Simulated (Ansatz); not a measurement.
A structure relaxed at PBE-D4/def2-SVP in Ansatz, charge 0, singlet:

```xyz
35

C    -2.463    2.076    2.331
O    -2.208    0.901    1.583
Si   -0.971   -0.182    1.858
C     0.647    0.327    1.066
C     0.541    0.397   -0.462
C     1.856    0.796   -1.107
F     2.286    1.998   -0.604
F     2.833   -0.122   -0.835
C     1.811    0.994   -2.656
F     1.007    2.057   -2.924
F     3.067    1.280   -3.088
C     1.276   -0.225   -3.471
F    -0.076   -0.272   -3.340
F     1.799   -1.377   -2.982
C     1.601   -0.170   -4.999
F     2.902   -0.408   -5.214
F     1.280    1.033   -5.504
F     0.880   -1.111   -5.631
O    -1.389   -1.610    1.107
C    -2.647   -2.250    1.248
O    -0.857   -0.312    3.523
C     0.068   -1.130    4.214
H    -3.490    2.428    2.100
H    -2.389    1.895    3.426
H    -1.755    2.895    2.066
H     1.439   -0.397    1.355
H     0.956    1.311    1.478
H     0.229   -0.584   -0.870
H    -0.227    1.133   -0.774
H    -2.700   -3.088    0.523
H    -2.785   -2.667    2.271
H    -3.488   -1.551    1.044
H    -0.162   -1.089    5.299
H     0.013   -2.194    3.890
H     1.119   -0.784    4.077
```

(1) Give its formula, name or SMILES.

(2) Summarise the bond lengths by kind (pairs closer than 1.2 times the sum of covalent radii, bridged metal pairs left out).

Results:

(1) `CO[Si](CCC(F)(F)C(F)(F)C(F)(F)C(F)(F)F)(OC)OC`.

(2) 9 × C–F 1.34 to 1.37 Å; 5 × C–C 1.52 to 1.56 Å; 3 × O–Si 1.67 Å; 3 × C–O 1.41 to 1.42 Å; 1 × C–Si 1.87 Å; 13 × C–H 1.11 Å.
